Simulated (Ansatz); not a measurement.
C2H7BO2, SMILES `CCB(O)O`. The species carries charge 0 and has multiplicity 1. Geometry: relaxed with PBE0-D4/def2-TZVP. It is one conformer, not always the lowest.

```xyz
12

C    -0.497    1.331   -0.570
C     0.468    0.153   -0.628
B     0.278   -0.946    0.484
O    -0.677   -0.881    1.464
O     1.103   -2.030    0.484
H    -0.310    2.054   -1.367
H    -1.537    1.006   -0.676
H    -0.414    1.876    0.376
H     1.504    0.509   -0.571
H     0.403   -0.343   -1.603
H    -1.222   -0.093    1.404
H     0.901   -2.636    1.203
```

What is the dipole moment at PBE/def2-TZVPP? (Estimate.)

The calculation gave: 1.29 D, with components (-0.91, 0.89, 0.25) D in this frame, pointing from negative to positive charge.

And with r2SCAN, B3LYP, ωB97M-V? (Best estimate.)

The calculation gave: r2SCAN 1.34 D, B3LYP 1.36 D, ωB97M-V 1.36 D.

Give the Mulliken charges with PBE, r2SCAN, ωB97M-V in def2-TZVPP. (Estimate.)

The calculation gave: 
```
atom    PBE  r2SCAN  ωB97M-V
  C1  -0.27   -0.16    -0.36
  C2  -0.23   -0.14    -0.23
  B3   0.24    0.34     0.30
  O4  -0.28   -0.34    -0.31
  O5  -0.28   -0.34    -0.31
  H6   0.08    0.04     0.11
  H7   0.08    0.04     0.11
  H8   0.08    0.04     0.11
  H9   0.09    0.05     0.11
 H10   0.09    0.05     0.11
 H11   0.20    0.21     0.19
 H12   0.19    0.20     0.18
```

B3LYP here is the variant with VWN-RPA as its local correlation; programs differ in this.

Computed with Ansatz.
